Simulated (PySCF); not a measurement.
**Mg₂O₂, singlet: computed properties**

Method: PBE0 in PySCF with Mg def2-TZVP, O def2-TZVP; no relativity; density-fitted integrals.

The structure is a minimum.

```
Point group                                                                   : D2h
Bond lengths                                                                  : Mg–O 1.859 Å (×4)
Bond angles                                                                   : Mg–O–Mg 79.9° (×2), O–Mg–O 100.1° (×2)
Highest occupied level                                                        : -5.81 eV
Entropy at 298.15 K and 1 bar                                                 : 272.1 J/(mol K)
Principal quadrupole moments (Buckingham, traceless) about the centre of mass : -32.25, -0.69, 32.94 D Å
Rotational symmetry number                                                    : 4
Atomisation energy without zero-point energy                                  : 988 kJ/mol
Principal polarisabilities                                                    : 45.3, 47.8, 74.9 bohr³
Zero-point energy                                                             : 19.5 kJ/mol
Rotational constants                                                          : 0.2594, 0.2467, 0.1264 cm⁻¹
Enthalpy at 298.15 K above 0 K                                                : 13.28 kJ/mol
Dipole moment                                                                 : 0.00 D
Lowest empty level                                                            : -2.41 eV
Heat capacity Cp at 298.15 K                                                  : 62.2 J/(mol K)
```

Harmonic modes (masses in u: Mg 23.985, O 15.995):
| symmetry | ω (cm⁻¹) | IR (km/mol) | μ (u) |
| --- | --- | --- | --- |
| b3u | 284 | 153 | 18.45 |
| ag | 450 | 0.0 | 20.35 |
| b3g | 572 | 0.0 | 19.10 |
| b1u | 602 | 199 | 18.45 |
| b2u | 677 | 192 | 18.45 |
| ag | 681 | 0.0 | 18.16 |

In D2h the vibrations span b3u + 2ag + b3g + b1u + b2u. The ag, b3g modes carry no infrared intensity, as symmetry demands. With a centre of inversion only u modes can be infrared active and only g modes Raman active.

Charges (e):
```tsv
atom	Mulliken	Löwdin	polar tensor	Mayer order to Mg1
Mg1	0.88	0.51	0.94	–
Mg2	0.88	0.51	0.94	0.04
O3,4	-0.88	-0.51	-0.94	0.89
```
Other Mayer orders above 0.3: Mg–O 0.89 (×2).

Mulliken populations on Mg1: s 4.53, p 6.37, d 0.22.

Outer orbital energies (eV). occupied: -22.53, -22.13, -7.60, -7.48, -6.76, -6.67, -5.85, -5.81; empty: -2.41, -1.51, 0.69, 0.86.

This need not be the most stable arrangement of these atoms.

The final relaxation and frequency run took 32 s on 2 threads of a shared Arm Neoverse V1 host, with 126 basis functions and 11 gradients. Launch command: `OMP_NUM_THREADS=2 python axn.py task.json out`.
